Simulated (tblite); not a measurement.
IRb, triplet, at the geometry of the source list (GFN-xTB shapes and energies of metal compounds can be far from the true ones) (a higher spin typed on purpose: for a closed-shell molecule this is an excited state); GFN1-xTB with ALPB(water) in tblite 0.6.0.

Here is a job for tblite.
```
$ tblite run mol.xyz --method gfn1 --charge 0 --spin 2 --alpb water --json tblite.json --no-restart

# file mol.xyz
2

Rb    -1.08960000    -0.77400000    -0.92830000
I      1.08960000     0.77400000     0.92830000
```

Output, abridged:

```
xTB calculator
 | screened Coulomb repulsion
 | Coulomb electrostatics
 |  * isotropic Klopman-Ohno-Mataga-Nishimoto electrostatics
 |  * onsite third-order electrostatics
 | DFT-D3(BJ) dispersion correction
 | Interactions (3)
 | [1] alpb/gbsa reaction field model
 | [2] cds contribution to solvation
 | [3] empirical free energy shift and standard state/solvent correction

halogen bonding energy    0.0000000000000E+00 Eh
repulsion energy          5.3715149711856E-03 Eh
dispersion energy        -2.8155556414713E-04 Eh
interaction energy       -1.5570843041175E-02 Eh
number of electrons       8.0000000000000E+00 e
integral cutoff           4.0000000000000E+01 bohr

------------------------------------------------------------
  cycle        total energy    energy error   density error
------------------------------------------------------------
      1     -4.193565022276  -4.1830841E+00   1.3926332E-01
      2     -4.195248200168  -1.6831779E-03   6.3267819E-02
      3     -4.195543136751  -2.9493658E-04   6.4981126E-03
      4     -4.195542034478   1.1022732E-06   3.0760451E-03
      5     -4.195543164712  -1.1302347E-06   1.9846323E-04
      6     -4.195543169245  -4.5325921E-09   1.0637456E-06
------------------------------------------------------------

electronic energy        -4.1850622856108E+00 Eh
total energy             -4.1955431692449E+00 Eh

Post processing:
 | Mayer-Wiberg bond orders

[Info] JSON dump of results written to 'tblite.json'
```
